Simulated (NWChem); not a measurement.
CH₅ClOSi₂; SMILES [SiH2]1[Si@@H](Cl)OC1

```xyz
10

Cl     0.2454    -2.0844     0.4834
Si    -0.0837    -0.3725    -0.6660
O     -1.4608     0.4765    -0.2169
C     -0.9928     1.6965     0.4426
Si     0.9146     1.5991     0.0750
H     -0.1753    -0.8668    -2.0611
H     -1.5061     2.5524    -0.0075
H     -1.2532     1.6588     1.5061
H      1.8254     1.6136     1.2503
H      1.3884     2.5845    -0.9352
```
Atoms are numbered in this order, from 1.

All runs: NWChem. All runs use the structure optimised with B3LYP/6-31G* (spherical d). Level: PBE/def2-SVP with SMD (1 M gas to 1 M solution), gas-phase geometry. Reactions with the solvent are ignored.

**Question.** What does the run give for solvent chlorobenzene? Quantities: solvation free energy (kcal/mol); cavity-dispersion-structure term (kcal/mol); dipole in solution (D).

**Answer.** 
| Property | Result |
|---|---|
| solvation free energy (kcal/mol) | -3.4 |
| cavity-dispersion-structure term (kcal/mol) | -1.4 |
| dipole in solution (D) | 2.74 |
